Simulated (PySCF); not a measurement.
## ¹⁷O chemical shifts

One conformer, relativity neglected, one averaged value for each set of equivalent atoms, isolated molecule. Coordinates at the GFN2-xTB level; GIAO PBE0/pcSseg-1 shieldings; PySCF.

Shieldings were converted by a linear fit to measured shifts: ¹⁷O (scatter 10.7 ppm rms, 12.2 ppm with the 3 outliers that the fit left out vs liquid water, solution or neat liquid). A few per cent of atoms miss by over 2 rms, more outside the fitted compound classes.

(1) Give the ¹⁷O shifts of `C=NC[SiH2][Si@@H](O)NC(C)=O`, `C=C(C=O)[Si@H](Cl)OC(C)=O`, `CO/C=C(/Cl)[C@H]1OC(=O)[SiH2]1`, `C[Si@@H](O)[Si@@](C)(F)O[SiH3]`, `CCO[Si@H](O)[SiH2][SiH2]F`.

(2) Match the shifts 820.3, 304.7, 245.3 ppm to `CNC(=O)[C@H]1CC[SiH2]1`, `C[SiH](C)[Si@H](P)C=O`, `N#Cc1ccco1`.

Answers

(1) 
| compound | environment | δ (ppm) |
| --- | --- | --- |
| [CH2:1]=[N:2][CH2:3][SiH2:4][Si@@H:5]([OH:6])[NH:7][C:8]([CH3:9])=[O:10] | O10: amide-type carbonyl oxygen | 338.9 |
| [CH2:1]=[N:2][CH2:3][SiH2:4][Si@@H:5]([OH:6])[NH:7][C:8]([CH3:9])=[O:10] | O6: oxygen bonded to Si, H | 8.0 |
| [CH2:1]=[C:2]([CH:3]=[O:4])[Si@H:5]([Cl:6])[O:7][C:8]([CH3:9])=[O:10] | O4: aldehyde oxygen | 576.8 |
| [CH2:1]=[C:2]([CH:3]=[O:4])[Si@H:5]([Cl:6])[O:7][C:8]([CH3:9])=[O:10] | O10: carbonyl oxygen | 390.8 |
| [CH2:1]=[C:2]([CH:3]=[O:4])[Si@H:5]([Cl:6])[O:7][C:8]([CH3:9])=[O:10] | O7: oxygen bonded to C, Si | 161.1 |
| [CH3:1][O:2]/[CH:3]=[C:4](/[Cl:5])[C@H:6]1[O:7][C:8](=[O:9])[SiH2:10]1 | O9: ester carbonyl oxygen | 415.2 |
| [CH3:1][O:2]/[CH:3]=[C:4](/[Cl:5])[C@H:6]1[O:7][C:8](=[O:9])[SiH2:10]1 | O7: ester alkoxy oxygen | 268.8 |
| [CH3:1][O:2]/[CH:3]=[C:4](/[Cl:5])[C@H:6]1[O:7][C:8](=[O:9])[SiH2:10]1 | O2: ether oxygen | 57.8 |
| [CH3:1][Si@@H:2]([OH:3])[Si@@:4]([CH3:5])([F:6])[O:7][SiH3:8] | O7: oxygen bonded to 2 Si | 11.4 |
| [CH3:1][Si@@H:2]([OH:3])[Si@@:4]([CH3:5])([F:6])[O:7][SiH3:8] | O3: oxygen bonded to Si, H | -26.4 |
| [CH3:1][CH2:2][O:3][Si@H:4]([OH:5])[SiH2:6][SiH2:7][F:8] | O3: oxygen bonded to C, Si | 23.7 |
| [CH3:1][CH2:2][O:3][Si@H:4]([OH:5])[SiH2:6][SiH2:7][F:8] | O5: oxygen bonded to Si, H | 11.8 |

(2) 820.3: C[SiH](C)[Si@H](P)C=O (carbonyl oxygen); 304.7: CNC(=O)[C@H]1CC[SiH2]1 (amide-type carbonyl oxygen); 245.3: N#Cc1ccco1 (aromatic ring oxygen).

In solution the two oxygens of a carboxylic acid give one averaged line by proton exchange, and hydrogen bonding shields acid and N–H amide carbonyl oxygens by tens of ppm; neither is in these numbers.
